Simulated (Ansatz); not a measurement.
A search over several starts for the lowest SCF solution of Ta2O4⁺ at the given spin, in a small basis.

```yaml
crystal:
  periodic: [false, false, false]
  atoms:
    - {symbol: Ta, position_ang: [-0.262053, -0.014048, 1.406861]}
    - {symbol: Ta, position_ang: [0.543667, 0.768074, -1.078852]}
    - {symbol: O, position_ang: [1.456430, 0.156099, 0.520884]}
    - {symbol: O, position_ang: [0.103616, -0.584366, -2.025257]}
    - {symbol: O, position_ang: [-0.906106, -1.564361, 1.090187]}
    - {symbol: O, position_ang: [-0.935566, 1.238603, 0.086177]}
basis:
  gaussian: {orbitals: def2-SVP, initial_orbitals: start.molden}
total_charge: 1
magnetization: {spin_polarized: true, initial_magnetization: 1}
hamiltonian: {xc: pbe, dispersion: d4}
output: {orbitals: {seedname: orbitals}}
```

The file start.molden holds the orbitals of an earlier run on this structure, at another level or in another basis.

```sh
$ ansatz run in.yaml --threads 4 --pin off --events-out ev --progress --plain --max-ram 4787MiB
```

It prints (some lines left out):

```
Functional definition: PBE
1180 factors; their error is unknown
mean field evaluation 1: about -11180.7539 eV, gradient 9.8e2 eV
mean field evaluation 2: about -11210.7490 eV, gradient 5.8e1 eV
mean field evaluation 4: about -11253.5965 eV, gradient 2.6e1 eV
mean field evaluation 8: about -11277.1812 eV, gradient 8.3e-1 eV
mean field evaluation 16: about -11225.7870 eV, gradient 1.2e2 eV
mean field evaluation 32: about -11277.1710 eV, gradient 1.8e-2 eV
mean field -11277.17098275 eV, -414.4283896749 hartree, gradient 1.5e-5 eV, S^2 0.751505; 4 other end points of the search recorded, 0 dependent functions left out
reference -11277.17104005 eV, -414.4283917806 hartree; 29, 28 occupied and 91, 92 virtual orbitals, 1180 factors
Total energy: -11277.36815552 eV, -414.4356356407 hartree
```

It took 6 s on 4 threads of Arm Neoverse V2 on a shared host.

In the def2 sets Ta takes a core potential; there is no spin–orbit coupling. The structure comes from a short search, and lower isomers may exist.
